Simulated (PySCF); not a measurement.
Molecule: SMILES [SiH2]1[C@H](F)C1, C$_{2}$H$_{5}$FSi.

Cartesian coordinates in Å; atom numbers follow the order of the lines, from 1:
```xyz
9

F    -1.494    0.124   -1.385
C    -0.922    0.103   -0.147
C     0.376    0.875    0.009
Si    0.566   -0.973    0.243
H    -1.671    0.272    0.640
H     0.782    1.243   -0.942
H     0.448    1.612    0.816
H     1.219   -1.710   -0.863
H     0.710   -1.556    1.601
```

Geometry PBE0-D3(BJ)/def2-SVP throughout; GIAO in PySCF, gas phase, one conformer, non-relativistic; equivalent atoms averaged; functional PBE0.

**Question.** How do the absolute shieldings σ depend on the basis set? (ppm; last column core-seconds on shared hosts with different chips, so compare them loosely)

**Answer.** 
| basis set | functions | F1 | C2 | C3 | Si4 | H5 | H8 | H9 | H6 | H7 | core-s |
| --- | --- | --- | --- | --- | --- | --- | --- | --- | --- | --- | --- |
| STO-3G | 29 | 454.4 | 180.9 | 228.6 | 644.9 | 30.47 | 31.39 | 31.54 | 32.00 | 32.12 | 1.7 |
| 6-31G | 50 | 430.2 | 132.4 | 196.7 | 554.8 | 27.56 | 29.93 | 30.26 | 31.27 | 31.19 | 3.2 |
| pcSseg-0 | 50 | 457.4 | 121.5 | 191.8 | 509.9 | 28.06 | 29.71 | 29.98 | 31.53 | 31.33 | 2.3 |
| 6-31G* | 70 | 432.2 | 126.5 | 191.7 | 522.1 | 26.91 | 28.77 | 29.13 | 30.95 | 30.81 | 4 |
| def2-SVP | 85 | 438.0 | 125.8 | 192.8 | 528.8 | 26.72 | 28.30 | 28.62 | 30.53 | 30.38 | 4.4 |
| cc-pVDZ | 85 | 429.4 | 127.7 | 194.2 | 539.0 | 26.46 | 28.34 | 28.66 | 30.42 | 30.25 | 4.1 |
| pcSseg-1 | 100 | 424.5 | 112.0 | 182.7 | 488.7 | 26.31 | 28.20 | 28.55 | 30.26 | 30.09 | 5.3 |
| aug-cc-pVDZ | 141 | 430.4 | 125.5 | 193.4 | 545.9 | 26.33 | 28.24 | 28.52 | 30.49 | 30.23 | 7.7 |
| 6-311+G(2d,p) | 146 | 427.0 | 114.0 | 184.8 | 480.5 | 26.51 | 28.23 | 28.52 | 30.57 | 30.36 | 9 |
| def2-TZVP | 160 | 428.0 | 113.6 | 185.4 | 472.5 | 26.48 | 28.20 | 28.47 | 30.59 | 30.33 | 10 |
| cc-pVTZ | 194 | 426.7 | 114.9 | 186.1 | 494.6 | 26.32 | 28.22 | 28.50 | 30.42 | 30.15 | 11 |
| IGLO-III | 199 | 427.4 | 109.1 | 182.2 | 481.4 | 26.34 | 28.20 | 28.46 | 30.44 | 30.19 | 11 |
| pcSseg-2 | 221 | 426.6 | 108.9 | 182.6 | 479.6 | 26.19 | 28.22 | 28.51 | 30.33 | 30.05 | 16 |

**Question.** Which nucleus moves most, in ppm?

**Answer.** Si4 (silicon bonded to 2 C, 2 H, in a 3-membered ring): from 472.5 ppm with def2-TZVP to 644.9 ppm with STO-3G. The smallest spread is 1.74 ppm, at H6. Proton shifts span only some 12 ppm, so a few tenths of a ppm matter as much there as several ppm in carbon.

**Question.** Taking the largest basis, pcSseg-2 (221 functions), as the yardstick, rank the others by their worst heavy-atom deviation.

**Answer.** IGLO-III 1.8 ppm (199 functions), 6-311+G(2d,p) 5.1 ppm (146 functions), def2-TZVP 7.1 ppm (160 functions), pcSseg-1 9.2 ppm (100 functions), cc-pVTZ 15.0 ppm (194 functions), pcSseg-0 30.8 ppm (50 functions), 6-31G* 42.5 ppm (70 functions), def2-SVP 49.3 ppm (85 functions), cc-pVDZ 59.5 ppm (85 functions), aug-cc-pVDZ 66.4 ppm (141 functions), 6-31G 75.3 ppm (50 functions), STO-3G 165.3 ppm (29 functions).

A small basis that lands close on one nucleus may do so by chance; judge by the trend and by all nuclei.
